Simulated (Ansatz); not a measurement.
Cost and result for the atomization energy of C3H8AlCl (`C[CH]([AlH2])CCl`) (13 atoms, 12 bonds).

Cartesian coordinates in Å:
```
C 0.8495 1.0961 -0.4458
C -0.2103 0.2163 0.2166
Al -1.5116 -0.4835 -1.0973
C 0.3724 -0.8803 1.0659
Cl 1.3548 -0.2622 2.4552
H 1.4859 1.5785 0.3013
H 0.3971 1.8812 -1.0564
H 1.5059 0.5112 -1.0987
H -0.8277 0.8545 0.8696
H -2.0390 -1.9804 -1.0036
H -2.0403 0.4962 -2.2290
H 1.0548 -1.5178 0.5012
H -0.3916 -1.5099 1.5209
```

The species carries charge 0 and has multiplicity 1. The structure was optimised at the PBE0-D4/def2-TZVP level. It is one conformer, not always the lowest. Program: Ansatz. All runs use 4 threads of an Arm Neoverse V1 on a shared host. Times are those of one run each, without the atoms' runs, and a repeat can differ threefold. Electronic energies, without spin–orbit coupling; frozen cores. CCSD(T)/CBS adds CCSD(T) − MP2 in def2-TZVPP to the MP2 limit, and its time is that of the two runs behind it. T1 = 0.010. B3LYP takes the VWN-RPA correlation (the form of Gaussian; ORCA's B3LYP/G).

CCSD(T)/CBS is a level of theory with its own doubt, some kJ/mol a heavy atom from the limit and from the frozen cores, so smaller differences don't rank the functionals.

```tsv
level	functions	wall time	atomization (kcal/mol)	difference from CCSD(T)/CBS	per bond
PBE-D4/def2-TZVPP (with forces)	289	3.4 s	1096.8	13.8	1.1
PBE0-D4/def2-TZVPP	289	4.2 s	1086.2	3.2	0.3
r2SCAN-D4/def2-TZVPP (with forces)	289	6.5 s	1085.7	2.7	0.2
B3LYP-D4/def2-TZVPP (with forces)	289	7 s	1080.8	-2.2	-0.2
B2PLYP/def2-TZVPP	289	8 s	1069.1	-13.9	-1.2
ωB97X-V/def2-TZVPP	289	11 s	1085.6	2.6	0.2
ωB97M-V/def2-TZVPP (with forces)	289	16 s	1086.1	3.1	0.3
MP2/def2-QZVPP	551	47 s	1083.3	0.3	0.0
CCSD(T)/def2-TZVPP	289	3.9 min	1058.0	-25.0	-2.1
CCSD(T)/CBS(def2)	–	4.7 min	1083.0	0.0	0.0
```

From PBE to PBE0 (25 % exact exchange), in def2-TZVPP and without D4, the atomization energy moves by −9.5 kcal/mol: exact exchange takes away binding that semilocal exchange gives to molecules. In def2-TZVPP, CCSD(T) changes the Hartree–Fock value by +244.8 kcal/mol (the triples alone add +13.6 kcal/mol) and MP2 by +255.3 kcal/mol; breaking electron pairs costs correlation energy, which Hartree–Fock lacks. The D4 term adds +10.9 kcal/mol with B3LYP and +5.7 kcal/mol with PBE0; it sums over pairs of atoms, weighted by their polarisabilities, and B3LYP, whose exchange is more repulsive, gets the larger term.
